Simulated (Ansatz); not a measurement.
Reaction (redistribution): `C[Se][AlH][BH]S` + `[CH3][GeH2][F]` → `[CH3][AlH][BH]S` + `C[Se][GeH2][F]`

Program: Ansatz. Geometries: PBE0-D4/def2-TZVP. ΔE: electronic, gas phase. CCSD(T)/CBS adds triple-zeta CCSD(T) − MP2 to the extrapolated MP2 energy (def2 sets, frozen cores). DFT in def2-TZVPP. B3LYP here is the variant with VWN-RPA as its local correlation; programs differ in this. For Ge, Se outer-core shells are correlated without core-valence functions, which leaves a few kJ/mol of doubt a bond. Scalar relativity is left out up to krypton. One conformer a species, not always the lowest.

```
             level  ΔE (kJ/mol)  difference from CCSD(T)/CBS
            PBE-D4         58.3                         -7.7
         r2SCAN-D4         60.5                         -5.5
           PBE0-D4         61.4                         -4.6
          B3LYP-D4         58.4                         -7.6
           ωB97X-V         60.4                         -5.6
           ωB97M-V         60.0                         -6.0
            B2PLYP         60.1                         -5.9
               PBE         56.0                        -10.0
              PBE0         59.2                         -6.8
    MP2/def2-TZVPP         67.8                          1.8
   CCSD/def2-TZVPP         65.4                         -0.6
CCSD(T)/def2-TZVPP         66.4                          0.4
    MP2/def2-QZVPP         67.3                          1.3
SCS-MP2/def2-QZVPP         65.6                         -0.4
      HF/CBS(def2)         60.6                         -5.4
     MP2/CBS(def2)         67.4                          1.4
       CCSD(T)/CBS         66.0                            0
```

Largest T1 diagnostic among the species: 0.014.

The D4 term adds +3.6 kJ/mol with B3LYP and +2.3 kJ/mol with PBE0; it sums over pairs of atoms, weighted by their polarisabilities, and B3LYP, whose exchange is more repulsive, gets the larger term. From PBE to PBE0 (25 % exact exchange), in def2-TZVPP and without D4, ΔE moves by +3.1 kJ/mol.
